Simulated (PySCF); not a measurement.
# Working out the excitation energy of Cr

Cr [Ar] 3d5 4s1 (7S) → Cr [Ar] 3d4 4s1 4p1 (high-spin determinant). Computed with PySCF 2.14 in aug-cc-pVDZ-DK, with scalar relativity by spin-free X2C-1e. Frozen: [Ar]. Energies in hartree (1 hartree = 27.21139 eV):

```csv
part,Cr (lower),Cr (upper)
UHF,-1049.653594,-1049.583717
CCSD correlation,-0.090482,-0.058784
(T),-0.002072,-0.000869
```

What does Hartree-Fock give?

(-1049.583717) − (-1049.653594) = 0.069877 hartree = 1.901 eV.

What do CCSD and CCSD(T) give?

The CCSD correlation energies differ by 0.031698 hartree = 0.863 eV and the triples by 0.001203 hartree = 0.033 eV, so CCSD gives 2.764 eV and CCSD(T) 2.797 eV.

One determinant mixes LS terms, so it does not stand for a single term.

A double-zeta basis recovers only part of the correlation energy.

The coupled-cluster amplitudes are large, so a single reference is strained.
